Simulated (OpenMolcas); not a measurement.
# Multiconfigurational calculation on Sn IV

Input:

```
&GATEWAY
Coord
1

Sn 0.0 0.0 0.0
Basis=ANO-R1
Group=XYZ
NoMove
AngMom=0.0 0.0 0.0
AMFI
&SEWARD
* reference wave functions (RASSCF and RASSI steps not shown): 1 electron in 8 orbitals (5s 5p 6s 6p)
>>> COPY JOB001 $Project.JobIph
&CASPT2
Multistate=1 1
Frozen=9 9
IPEA=0.4
MaxIter=60
WThr=0.0 0.3 0.05
PrWF=0.5
NoMix
>>> COPY JOB002 $Project.JobIph
&CASPT2
Multistate=3 1 2 3
Frozen=9 9
IPEA=0.4
MaxIter=60
WThr=0.0 0.3 0.05
PrWF=0.5
NoMix
```

Launched by
```bash
OMP_NUM_THREADS=1 MOLCAS_MEM=2252 MOLCAS_PROJECT=a pymolcas a.inp > a.log  # once for each step of the input, in one work folder
```

Output, cut to the results:

```
--- CASPT2 ---
Orbital specifications:
      -----------------------

      Symmetry species                           1   2
                                                ag  au
      Frozen orbitals                            9   9
      Inactive orbitals                          5   0
      Active orbitals                            2   6
      Secondary orbitals                         5   7
      Deleted orbitals                           0   0
      Number of basis functions                 21  22
Type of calculation                        SS-CASPT2
      Fock operator                              state-specific
      IPEA shift                                 0.40
      Real shift                                 0.00
      Imaginary shift                            0.00
      The input orbitals will be transformed to quasi-canonical
Reference energy:       -6172.0080774169
      E2 (Non-variational):      -0.2977307658
      E2 (Variational):          -0.2977307658
      Total energy:           -6172.3058081827
      Residual norm:              0.0000000029
      Reference weight:           0.95214
      Contributions to the CASPT2 correlation energy
      Active & Virtual Only:         -0.0000000000
      One Inactive Excited:          -0.0334473897
      Two Inactive Excited:          -0.2642833761
::    CASPT2 Root  1     Total energy:  -6172.30580818
--- CASPT2 ---
Orbital specifications:
      -----------------------

      Symmetry species                           1   2
                                                ag  au
      Frozen orbitals                            9   9
      Inactive orbitals                          5   0
      Active orbitals                            2   6
      Secondary orbitals                         5   7
      Deleted orbitals                           0   0
      Number of basis functions                 21  22
Type of calculation                        MS-CASPT2
      Fock operator                              state-specific
      IPEA shift                                 0.40
      Real shift                                 0.00
      Imaginary shift                            0.00
      The input orbitals will be transformed to quasi-canonical
Reference energy:       -6171.6891936453
      E2 (Non-variational):      -0.2921853341
      E2 (Variational):          -0.2921853341
      Total energy:           -6171.9813789794
      Residual norm:              0.0000000045
      Reference weight:           0.95291
      Contributions to the CASPT2 correlation energy
      Active & Virtual Only:         -0.0000000000
      One Inactive Excited:          -0.0284682596
      Two Inactive Excited:          -0.2637170746
Reference energy:       -6171.6891936453
      E2 (Non-variational):      -0.2921853341
      E2 (Variational):          -0.2921853341
      Total energy:           -6171.9813789794
      Residual norm:              0.0000000045
      Reference weight:           0.95291
      Contributions to the CASPT2 correlation energy
      Active & Virtual Only:         -0.0000000000
      One Inactive Excited:          -0.0284682596
      Two Inactive Excited:          -0.2637170746
::    CASPT2 Root  1     Total energy:  -6171.98137898
::    CASPT2 Root  2     Total energy:  -6171.98137898
::    CASPT2 Root  3     Total energy:  -6171.98137898
::    MS-CASPT2 Root  1     Total energy:  -6171.98137898
::    MS-CASPT2 Root  2     Total energy:  -6171.98137898
::    MS-CASPT2 Root  3     Total energy:  -6171.98137898
```

Levels above the lowest, from the spin-orbit matrix with the single-state CASPT2 energies, averaged by term, on its diagonal:

| Configuration | Term | J | E (cm⁻¹) | Measured (cm⁻¹) | g | Term weight % |
| --- | --- | --- | --- | --- | --- | --- |
| 5s | ²S | 1/2 | 0.0 | 0.0 | 2.002 | 100 |
| 5p | ²P° | 1/2 | 66996 | 69564 | 0.666 | 100 |
| 5p | ²P° | 3/2 | 73308 | 76072 | 1.334 | 100 |

Against the 2 measured excited levels shown (Moore, Atomic Energy Levels, vol. III, NSRDS-NBS 35 (1971 reprint of NBS Circular 467, 1958)) the mean absolute deviation is 2700 cm-1; the largest miss in energy is 5p ²P°_3/2: computed 73308, measured 76072 cm⁻¹ (-3.6 %).

With one active electron outside closed inactive shells, the extra shells (6p 6s) add no correlation to the reference. With one active electron, CASPT2 adds the correlation within the correlated inactive shells and between them and that electron, and leaves the splitting within a term as the reference gives it. The basis is small and was not contracted for so high a charge. Measured partners are found by configuration, term and J. A level has none where our copy of the source lacks it or the pairing is in doubt (some pairs that miss far off the trend of their configuration count as doubtful), and it then counts in no deviation. Only configurations of the active space appear. The first state left out of the spin-orbit step lies near 180000 cm-1 above the lowest spin-free state of the reference (among the parities and spins computed), and the list stops at four fifths of that energy or lower.

The CASPT2 steps took 0.78 s on 1 thread of Arm Neoverse V2 (shared host); the integral step is not counted.

The term weight is that of the spin-free term in the level, not the purity of its configuration. ° marks odd parity.
